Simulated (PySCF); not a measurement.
C2H (SMILES [C]#C), doublet, at a GFN2-xTB geometry; PySCF with PBE0/pcseg-1.

The PySCF input:
```python
from pyscf import gto, scf, dft

mol = gto.Mole()
mol.atom = '''
    C    -0.00000000   -0.00000000   -0.46866096
    C     0.00000000    0.00000000    0.72327087
    H    -0.00000000   -0.00000000   -1.52765945
'''
mol.basis = 'pcseg-1'
mol.spin = 1
mol.verbose = 4
mol.build()

mf = dft.UKS(mol)
mf.xc = 'pbe0'
mf.diis = False
mf.damp = 0.3
mf.diis_start_cycle = 200
mf.max_cycle = 150
mf.kernel()
```

Write the output that PySCF gives for this input, abridged.


```
PySCF version 2.14.0

[INPUT] verbose = 4
[INPUT] num. atoms = 3
[INPUT] num. electrons = 13
[INPUT] charge = 0
[INPUT] spin (= nelec alpha-beta = 2S) = 1
[INPUT] symmetry False subgroup None
[INPUT] Mole.unit = angstrom
[INPUT] Symbol           X                Y                Z      unit          X                Y                Z       unit  Magmom
[...]
nuclear repulsion = 20.3915075636947
number of shells = 8
number of NR pGTOs = 57
number of NR cGTOs = 33
basis = pcseg-1
ecp = {}

******** <class 'pyscf.dft.uks.UKS'> ********
method = UKS
initial guess = minao
damping factor = 0.3
level_shift factor = 0
DIIS disabled
SCF conv_tol = 1e-09
SCF conv_tol_grad = None
SCF max_cycles = 150
direct_scf = True
direct_scf_tol = 1e-13
number electrons alpha = 7  beta = 6
XC library pyscf.dft.libxc version 7.1.2
    S. Lehtola, C. Steigemann, M. J. T. Oliveira, and M. A. L. Marques,  SoftwareX 7, 1–5 (2018)
XC functionals = pbe0
    C. Adamo and V. Barone,  J. Chem. Phys. 110, 6158 (1999)
    M. Ernzerhof and G. E. Scuseria,  J. Chem. Phys. 110, 5029 (1999)
radial grids:
    Treutler-Ahlrichs [JCP 102, 346 (1995); DOI:10.1063/1.469408] (M4) radial grids

becke partition: Becke, JCP 88, 2547 (1988); DOI:10.1063/1.454033
pruning grids: <function nwchem_prune>
grids dens level: 3
symmetrized grids: False
atomic radii adjust function: <function treutler_atomic_radii_adjust>
small_rho_cutoff = 0
Set gradient conv threshold to 3.16228e-05
tot grids = 38048
init E= -76.6684865543274

cycle= 1 E= -76.4663959665043  delta_E= 0.202  |g|= 0.209  |ddm|= 1.37
cycle= 2 E= -76.4749003748028  delta_E= -0.0085  |g|= 0.17  |ddm|= 0.273
cycle= 3 E= -76.4683460567829  delta_E= 0.00655  |g|= 0.209  |ddm|= 0.27
cycle= 4 E= -76.4570096333469  delta_E= 0.0113  |g|= 0.256  |ddm|= 0.331
cycle= 5 E= -76.441051103847  delta_E= 0.016  |g|= 0.31  |ddm|= 0.404
cycle= 6 E= -76.4181249558434  delta_E= 0.0229  |g|= 0.372  |ddm|= 0.489
cycle= 7 E= -76.3877147748781  delta_E= 0.0304  |g|= 0.442  |ddm|= 0.583
cycle= 8 E= -76.3454256576304  delta_E= 0.0423  |g|= 0.521  |ddm|= 0.693
cycle= 9 E= -76.293875478527  delta_E= 0.0516  |g|= 0.605  |ddm|= 0.811
cycle= 10 E= -76.2240535274331  delta_E= 0.0698  |g|= 0.698  |ddm|= 0.943
cycle= 11 E= -76.1509213333504  delta_E= 0.0731  |g|= 0.785  |ddm|= 1.08
cycle= 12 E= -76.0470080588644  delta_E= 0.104  |g|= 0.889  |ddm|= 1.22
cycle= 13 E= -75.9653272913111  delta_E= 0.0817  |g|= 0.961  |ddm|= 1.35
[...]
cycle= 119 E= -73.0039732046048  delta_E= -0.0315  |g|= 1.99  |ddm|= 5.19
cycle= 120 E= -72.9724498736145  delta_E= 0.0315  |g|= 2.14  |ddm|= 5.19
cycle= 121 E= -73.0039732046047  delta_E= -0.0315  |g|= 1.99  |ddm|= 5.19
cycle= 122 E= -72.9724498736145  delta_E= 0.0315  |g|= 2.14  |ddm|= 5.19
cycle= 123 E= -73.0039732046047  delta_E= -0.0315  |g|= 1.99  |ddm|= 5.19
cycle= 124 E= -72.9724498736146  delta_E= 0.0315  |g|= 2.14  |ddm|= 5.19
cycle= 125 E= -73.0039732046047  delta_E= -0.0315  |g|= 1.99  |ddm|= 5.19
cycle= 126 E= -72.9724498736146  delta_E= 0.0315  |g|= 2.14  |ddm|= 5.19
cycle= 127 E= -73.0039732046047  delta_E= -0.0315  |g|= 1.99  |ddm|= 5.19
cycle= 128 E= -72.9724498736145  delta_E= 0.0315  |g|= 2.14  |ddm|= 5.19
cycle= 129 E= -73.0039732046048  delta_E= -0.0315  |g|= 1.99  |ddm|= 5.19
cycle= 130 E= -72.9724498736145  delta_E= 0.0315  |g|= 2.14  |ddm|= 5.19
cycle= 131 E= -73.0039732046048  delta_E= -0.0315  |g|= 1.99  |ddm|= 5.19
cycle= 132 E= -72.9724498736145  delta_E= 0.0315  |g|= 2.14  |ddm|= 5.19
cycle= 133 E= -73.0039732046048  delta_E= -0.0315  |g|= 1.99  |ddm|= 5.19
cycle= 134 E= -72.9724498736145  delta_E= 0.0315  |g|= 2.14  |ddm|= 5.19
cycle= 135 E= -73.0039732046047  delta_E= -0.0315  |g|= 1.99  |ddm|= 5.19
cycle= 136 E= -72.9724498736145  delta_E= 0.0315  |g|= 2.14  |ddm|= 5.19
cycle= 137 E= -73.0039732046047  delta_E= -0.0315  |g|= 1.99  |ddm|= 5.19
cycle= 138 E= -72.9724498736145  delta_E= 0.0315  |g|= 2.14  |ddm|= 5.19
cycle= 139 E= -73.0039732046047  delta_E= -0.0315  |g|= 1.99  |ddm|= 5.19
cycle= 140 E= -72.9724498736145  delta_E= 0.0315  |g|= 2.14  |ddm|= 5.19
cycle= 141 E= -73.0039732046047  delta_E= -0.0315  |g|= 1.99  |ddm|= 5.19
cycle= 142 E= -72.9724498736145  delta_E= 0.0315  |g|= 2.14  |ddm|= 5.19
cycle= 143 E= -73.0039732046048  delta_E= -0.0315  |g|= 1.99  |ddm|= 5.19
cycle= 144 E= -72.9724498736144  delta_E= 0.0315  |g|= 2.14  |ddm|= 5.19
cycle= 145 E= -73.0039732046047  delta_E= -0.0315  |g|= 1.99  |ddm|= 5.19
cycle= 146 E= -72.9724498736145  delta_E= 0.0315  |g|= 2.14  |ddm|= 5.19
cycle= 147 E= -73.0039732046047  delta_E= -0.0315  |g|= 1.99  |ddm|= 5.19
cycle= 148 E= -72.9724498736145  delta_E= 0.0315  |g|= 2.14  |ddm|= 5.19
cycle= 149 E= -73.0039732046047  delta_E= -0.0315  |g|= 1.99  |ddm|= 5.19
cycle= 150 E= -72.9724498736145  delta_E= 0.0315  |g|= 2.14  |ddm|= 5.19
SCF not converged.
SCF energy = -72.9724498736145 after 150 cycles  <S^2> = 0.75004139  2S+1 = 2.0000414
```

Convergence was not reached.
